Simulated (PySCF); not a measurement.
B(H)(OH)(SiH3) (BH₅OSi), SMILES OB[SiH3].

Geometry optimised at B3LYP-D3(BJ)/def2-TZVP. Other conformers were not sampled.

Computed with TDDFT-LC-ωPBE/def2-SVPD (PySCF).

Vertical excitations. Gas-phase values at a fixed geometry. State labels are in the subgroup Cs.

Computed excitation energies, oscillator strengths and character:
```csv
state,symmetry,energy (eV),λ (nm),f,main pairs
S1,A",5.20,238,0.003,HOMO→LUMO 95 %
S2,A',7.33,169,0.007,HOMO→LUMO+1 76 %
S3,A",8.20,151,0.016,HOMO−1→LUMO 86 %
S4,A',8.22,151,0.008,"HOMO→LUMO+4 45 %, HOMO→LUMO+3 18 %, HOMO−2→LUMO 13 %, HOMO→LUMO+1 12 %"
S5,A",8.52,146,0.004,HOMO→LUMO+5 85 %
S6,A',8.57,145,0.053,HOMO−2→LUMO 70 %
S7,A',8.91,139,0.058,"HOMO→LUMO+4 33 %, HOMO→LUMO+2 26 %, HOMO→LUMO+3 23 %"
S8,A',9.06,137,0.362,"HOMO→LUMO+3 44 %, HOMO→LUMO+2 37 %"
S9,A",9.07,137,0.006,"HOMO−4→LUMO 64 %, HOMO−5→LUMO 13 %"
S10,A',9.28,134,0.035,"HOMO−3→LUMO 49 %, HOMO→LUMO+6 28 %"
T1,A",4.30,288,0,HOMO→LUMO 95 %
T2,A',6.81,182,0,"HOMO→LUMO+1 55 %, HOMO→LUMO+4 9 %, HOMO→LUMO+3 9 %"
T3,A',7.24,171,0,"HOMO−3→LUMO 63 %, HOMO−2→LUMO 28 %"
T4,A",7.41,167,0,"HOMO−4→LUMO 48 %, HOMO−1→LUMO 34 %"
```
Triplets are in the Tamm–Dancoff approximation, which puts them higher than full response would, so one can lie above its singlet here.
